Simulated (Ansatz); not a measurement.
A nudged elastic band was laid between two geometries of CH6BClOSi (11 atoms, charge 0, multiplicity 1).

The calculation used RKS PBE0-D4/6-31G (Ansatz 0.2.0).

| Property | Result |
| --- | --- |
| movable images | 5 |
| climbing image | yes |
| spring | 5.0 eV/Å² |
| optimiser | quadratic models (default) |
| start path | IDPP |
| force threshold | 0.03 eV/Å |
| iteration limit | 40 |
| end points | relaxed |

Image 0:

```xyz
11
Properties=species:S:1:pos:R:3
B -0.644 1.547 0.060
C -0.389 0.023 0.336
O -1.300 -0.649 1.047
Si 1.238 -0.877 -0.213
Cl -1.221 0.624 -1.733
H -1.611 2.035 0.559
H 0.316 2.212 -0.194
H -1.204 -1.623 1.054
H 2.101 -0.925 1.018
H 1.905 -0.137 -1.319
H 0.874 -2.287 -0.594
```

Image 6:

```xyz
11
Properties=species:S:1:pos:R:3
B -0.589 1.291 0.896
C -0.503 -0.053 0.088
O -1.647 -0.649 -0.264
Si 1.183 -0.922 -0.307
Cl -0.201 1.923 -1.066
H -1.675 1.672 1.206
H 0.371 1.585 1.546
H -1.566 -1.382 -0.908
H 2.310 0.047 -0.217
H 1.066 -1.552 -1.668
H 1.315 -2.018 0.715
```

Which bonds break or form, and what moves?

No bond is made or broken. The dihedral O3–C2–Si4–H10 goes from 162 to 39°. The two ends are copies of one structure, up to a mirror image or an exchange of like atoms.

What energy profile does the band end with?

It converged. The highest image is number 3 of 0 to 6, 0.076 eV above the ends, which have the same energy within 2 meV. A vibrational analysis at the climbing image gives one clearly imaginary mode, 129i cm⁻¹: a first-order saddle point. Limits of this set-up: no polarisation functions.

```
image  path coordinate (Å)  energy (eV)  dihedral O3–C2–Si4–H10 (°)
    0                 0.00        0.000                         162
    1                 0.75        0.017                         142
    2                 1.49        0.054                         121
    3                 2.24        0.076                         100
    4                 2.97        0.056                          79
    5                 3.70        0.017                          59
    6                 4.43        0.000                          39
```

What is the geometry of the highest image?


```xyz
11
Properties=species:S:1:pos:R:3
B -0.586 1.456 0.611
C -0.474 -0.049 0.179
O -1.582 -0.793 0.217
Si 1.217 -0.909 -0.279
Cl -0.605 1.601 -1.467
H -1.644 1.817 1.027
H 0.425 1.975 0.983
H -1.511 -1.689 -0.171
H 2.254 -0.392 0.664
H 1.602 -0.696 -1.705
H 0.970 -2.379 -0.040
```

What are the harmonic wavenumbers there?

129i, 127, 147, 241, 348, 393, 439, 565, 610, 635, 687, 764, 854, 868, 903, 915, 988, 1049, 1211, 1285, 1409, 2160, 2234, 2254, 2618, 2719, 3611 cm⁻¹.

The band took 6 iterations and of the order of 2.2 core-minutes.

Time of the run: 2.2 min on 1 thread of Arm Neoverse V2 (shared host), peak memory 0.15 GiB.
